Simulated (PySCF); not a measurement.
## Electronic structure of Cd⁺ (cadmium, charge +1) at the UHF level

Configuration: [Kr] 4d9 5s1 6s1, high-spin 4D determinant (an excited configuration). All numbers are calculated (PySCF 2.14, scalar relativity by spin-free X2C-1e, in x2c-QZVPPall with one added diffuse shell each of s, p, d, f, g type (14s9p8d5f3g, 143 functions)).

```
Total energy                                                  : -5590.439680 hartree
One-electron energy                                           : -7674.3545 hartree
Hartree (Coulomb) energy                                      : 2236.8039 hartree
Exchange energy                                               : -152.8891 hartree
⟨S²⟩                                                          : 3.7521
⟨L²⟩                                                          : 6.026
Sum of ⟨r⟩                                                    : 34.22 bohr
Sum of ⟨r²⟩                                                   : 75.63 bohr²
Traceless quadrupole moment −½Σ⟨3z² − r²⟩ along its main axis : -0.00171 e·bohr²
Langevin diamagnetic susceptibility                           : -59.9 ×10⁻⁶ cm³/mol
```

```csv
shell,electrons,mean orbital energy (eV),spread (eV),"rms radius, mean of both spins (bohr)"
1s α,1,-26866.1,0,0.0348
1s β,1,-26866.0,0,0.0348
2s α,1,-4094.2,0,0.142
2s β,1,-4093.7,0,0.142
2p α,3,-3670.5,0.431,0.127
2p β,3,-3670.1,0.063,0.127
3s α,1,-817.43,0,0.381
3s β,1,-817.01,0,0.381
3p α,3,-674.59,0.805,0.383
3p β,3,-674.26,0.531,0.383
3d α,5,-451.04,0.959,0.364
3d β,5,-450.47,1.548,0.364
4s α,1,-149.38,0,0.937
4s β,1,-146.74,0,0.937
4p α,3,-104.79,1.854,1.02
4p β,3,-101.97,1.488,1.02
4d α,5,-38.656,2.217,1.31
4d β,4,-37.203,1.651,1.31
5s α,1,-21.676,0,2.61
6s α,1,-6.835,0,6.53
```

The outer electron is Rydberg-like, and this basis confines it to a smaller radius and binds it less than a complete one would.

Densities and radii are taken from the X2C orbitals without a picture-change correction, which distorts them close to the nucleus.

Spin-orbit constants ζ (cm⁻¹) from the X2C one-electron operator on these orbitals: bare nucleus, nucleus screened by l(l+1)(2l+1)/3 electrons, and screened by the Breit-Pauli mean field of the electrons.

| shell | bare | screened nucleus | mean field |
| --- | --- | --- | --- |
| 2p | 1034000 | 990900 | n/a |
| 3p | 187200 | 179400 | n/a |
| 3d | 27800 | 22010 | n/a |
| 4p | 29950 | 28710 | n/a |
| 4d | 2975 | 2355 | n/a |

To first order the Landé constant is A = -785.1 cm⁻¹, so the lowest level has J = 7/2 and lies 0.292 eV below the centre of the term. This holds in LS coupling only.
